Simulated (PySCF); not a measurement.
**[Dy(NH3)]3+ at several levels of theory**

Computed with PySCF 2.14.0 (density fitting, no spin-orbit coupling) at the geometry relaxed with PBE:

```xyz
5
[Dy(NH3)]3+ (singlet in the valence; each metal's 4f electrons, 9 of them, lie in its core potential, out of spins and levels)
Dy    0.0000    0.0000   -0.1313
N     0.0000    0.0000    2.1873
H     0.9517    0.0000    2.6517
H    -0.4759    0.8241    2.6517
H    -0.4758   -0.8242    2.6517
```

| level | basis | state | HOMO (eV) | gap (eV) | charge on Dy1 (e) | population of f-type functions on Dy1 (polarisation alone where 4f lies in the core) | dipole about the centre of mass (D) | largest force component (eV/Å) |
| --- | --- | --- | --- | --- | --- | --- | --- | --- |
| PBE | Dy lcecp-1-SVP with ECP55, N def2-SVP, H def2-SVP | singlet | -26.50 | 5.02 | 2.41 | 0.01 | 4.36 | 0.01 |
| CAM-B3LYP | the same | singlet | -29.20 | 9.92 | 2.47 | 0.02 | 3.85 | 0.35 |
| revPBE | the same | singlet | -26.46 | 5.03 | 2.42 | 0.01 | 4.30 | 0.16 |
| PBE0 | the same | singlet | -27.86 | 7.50 | 2.46 | 0.01 | 3.99 | 0.37 |
| PBE | Dy lcecp-1-TZVP with ECP55, N def2-TZVP, H def2-TZVP | singlet | -26.42 | 4.96 | 2.52 | 0.02 | 4.39 | 0.34 |

In the lcecp rows the 4f levels are missing from HOMO and gap, and the state counts the valence alone.

Charges are Mulliken's, which hang on the basis. The relaxation used the grid (50, 194), these runs (75, 302) or, all-electron (x2c bases, spin-free X2C Hamiltonian), (99, 590).

Q: What does HF with Dy lcecp-1-SVP with ECP55, N def2-SVP, H def2-SVP give here?

A: state singlet, HOMO (eV) -31.19, gap (eV) 14.45, charge on Dy1 (e) 2.59, population of f-type functions on Dy1 (polarisation alone where 4f lies in the core) 0.02, dipole about the centre of mass (D) 3.15, largest force component (eV/Å) 1.62. Time: 2.4 s on 2 threads of Intel(R) Xeon(R) Processor @ 2.50GHz (Skylake/Cascade Lake), on a shared host, from an already converged density.

In the first row's basis the gap widens with exact exchange: 5.0 eV for PBE, revPBE (none); 7.5 eV for PBE0 (a fixed share); 9.9 to 14.4 eV for CAM-B3LYP, Hartree–Fock (rising or full at long range).

An lcecp potential fixes the number of 4f electrons, so in runs with it no electron can move into or out of that shell.
